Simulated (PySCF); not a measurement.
**Spin–spin coupling constants**

Geometry:
```csv
atom,x (Å),y (Å),z (Å)
C1,1.849,-0.284,0.150
C2,0.464,-0.122,-0.455
F3,0.554,-0.452,-1.805
C4,-0.617,-0.991,0.211
C5,-1.767,-0.002,0.439
O6,-1.146,1.254,0.607
C7,-0.106,1.311,-0.339
H8,2.562,0.330,-0.395
H9,1.833,0.024,1.191
H10,2.161,-1.324,0.084
H11,-0.251,-1.382,1.158
H12,-0.898,-1.820,-0.435
H13,-2.434,0.019,-0.436
H14,-2.351,-0.207,1.335
H15,-0.489,1.613,-1.325
H16,0.627,2.040,0.005
```

Indirect spin–spin couplings were computed at B3LYP/pcJ-1 (spin–dipole term only in couplings to heteroatoms) (PySCF 2.14) on a GFN2-xTB structure, for the isolated molecule, without vibrational or relativistic corrections. Couplings are averaged over pairs made equivalent by symmetry, fast rotation or ring inversion, so a value needn't be that of the named pair in this geometry, while other rotamers aren't included; one pair stands for each set, and the list holds a selection of those of at least 1.5 Hz over up to four bonds, among pairs with at least one C or F or H atom (others weren't computed). One-bond C–F couplings come out tens of Hz too large with common functionals.

Isotopes: ¹³C, ¹⁹F, ¹H, ¹⁷O. Couplings to quadrupolar nuclei such as 17O and 33S are rarely resolved in practice.

```tsv
pair	bonds	J (Hz)
C1, C2	1	41.5
C1, H8	1	?
C2, F3	1	-230.5
C2, C4	1	41.0
C2, C7	1	39.5
C4, C5	1	33.7
C4, H11	1	?
C4, H12	1	140.4
C5, O6	1	?
C5, H13	1	?
C5, H14	1	?
O6, C7	1	23.0
C7, H15	1	148.8
C7, H16	1	153.5
C1, F3	2	28.3
F3, C4	2	23.6
C5, H11	2	?
O6, H15	2	?
H8, H9	2	-13.3
C1, C5	3	1.8
C1, H15	3	2.8
C4, H16	3	4.2
O6, H12	3	-3.3
C7, H8	3	4.2
C7, H12	3	1.6
H12, H13	3	?
```

Task: Estimate the withheld couplings, with signs.

Result: 
- ¹J(C1,H8) = 133.7 Hz (bond length 1.088 Å, sp3 carbon)
- ¹J(C4,H11) = 137.0 Hz (bond length 1.089 Å, sp3 carbon)
- ¹J(C5,O6) = 22.5 Hz (bond length 1.412 Å)
- ¹J(C5,H13) = 147.1 Hz (bond length 1.100 Å, sp3 carbon)
- ¹J(C5,H14) = 154.3 Hz (bond length 1.089 Å, sp3 carbon)
- ²J(C5,H11) = -3.3 Hz (angle at C4 111°)
- ²J(O6,H15) = -4.5 Hz (angle at C7 111°)
- ³J(H12,H13) = 7.1 Hz (dihedral angle 30°)
